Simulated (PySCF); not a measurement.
**How methods differ on the ionisation energy of I²⁸⁺**

I²⁸⁺ [Ar] 3d7 [3d3/2^4 3d5/2^3, M_J = 9/2] → I²⁹⁺ [Ar] 3d6 [3d3/2^4 3d5/2^2, M_J = 4], as a difference of total energies. Calculation: PySCF 2.14, in an uncontracted even-tempered set (16 s from 4.3 bohr⁻², ratio 2.8; 12 p from 5.6 bohr⁻², ratio 2.8; 8 d from 5.6 bohr⁻², ratio 2.8; 3 f from 22 bohr⁻², ratio 3); the two-component X2C-1e Hamiltonian. Correlated levels: [Ne] frozen; the 74 highest virtual spinors dropped. "Screened" scales the spin-orbit matrix elements by Boettger's factors to mimic the two-electron term; Breit and QED terms are absent.

```
                    method  ionisation energy (eV)
           GHF (spin-free)                  1638.7
          GMP2 (spin-free)                  1639.8
 GHF (screened spin-orbit)                  1639.1
GMP2 (screened spin-orbit)                  1639.9
```

Breit and QED terms and the two-electron picture change are absent.

The spin-free rows relax to the high-spin LS determinant and lack the spin-orbit shift.

The labels give the starting determinants; with spin-orbit coupling the two ends relaxed to ⟨J²⟩ = 24.75, ⟨L²⟩ = 14.01, ⟨S²⟩ = 3.07 and ⟨J²⟩ = 20.04, ⟨L²⟩ = 8.28, ⟨S²⟩ = 4.70.

For comparison: 1639 ± 4 eV (theoretical estimate listed by NIST; NIST Atomic Spectra Database, ionization energies).
